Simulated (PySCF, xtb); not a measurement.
C2H6BNO2Si, SMILES N[SiH2]C#CB(O)O. One conformer was computed; it need not be the lowest.

Harmonic wavenumbers (cm⁻¹) from GFN2-xTB (xtb) at its own minimum, in rising order: 12, 61, 86, 144, 185, 241, 286, 329, 464, 483, 503, 521, 540, 547, 566, 589, 709, 794, 817, 857, 902, 920, 970, 1233, 1303, 1529, 2144, 2246, 2264, 3478, 3512, 3659, 3664.

Question: What does ωB97X-D3(BJ)/def2-SVP run with PySCF give at its own minimum? (Estimate from the structure and the level; the computed values follow.)

Answer: 10, 60, 88, 106, 183, 313, 319, 330, 396, 499, 546, 552, 558, 618, 675, 720, 835, 859, 880, 944, 987, 1015, 1018, 1351, 1497, 1551, 2230, 2275, 2304, 3628, 3726, 3935, 3937. Paired by order, the mean absolute difference is 79 cm⁻¹ and the zero-point energies are 52.3 and 55.7 kcal/mol.
